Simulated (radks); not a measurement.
The numbers below are computed, except where a source is named.
All-electron atom: Si I in [Ne] 3s2 3p2. Code: a radial shooting solver on a logarithmic mesh with Libxc functionals. Model: non-relativistic Kohn-Sham, PBE, spin-polarised, spherical densities, point nucleus; open shells are filled with parallel spins first; hard spherical wall at 4 bohr. Some entries of the table are withheld. Estimate them.

| orbital | occ. | eigenvalue (eV) | <r^2> (bohr^2) | r(max) (bohr) |
|---|---|---|---|---|
| 1s up | 1 | -1773.066 | 0.01678 | 0.07298 |
| 1s down | 1 | -1772.834 | 0.01677 | 0.07298 |
| 2s up | 1 | -131.5040 | 0.3901 | 0.4564 |
| 2s down | 1 | -131.2597 | 0.3899 | 0.4566 |
| 2p up | 3 | -88.2487 | 0.3693 | 0.3888 |
| 2p down | 3 | -87.9183 | 0.3687 | 0.3893 |
| 3s up | 1 | -6.3009 | 4.246 | 1.802 |
| 3s down | 1 | -4.0644 | 4.219 | 1.780 |
| 3p up | 2 | 1.7179 | 4.804 | 2.011 |
| 3p down | 0 | 4.0023 | 4.802 | 2.000 |
| 3d up | 0 | 13.1426 | 5.403 | 2.264 |
| 3d down | 0 | 15.3721 | 5.411 | 2.272 |
| 4s up | 0 | 28.7334 | 6.372 | 3.003 |
| 4s down | 0 | 30.1621 | 6.400 | 3.009 |
| 4p up | 0 | (1) | 6.118 | 3.062 |
| 4p down | 0 | (2) | 6.117 | 3.068 |

Answer. 
(1) 4p up eigenvalue (eV): 35.7684
(2) 4p down eigenvalue (eV): 37.1823
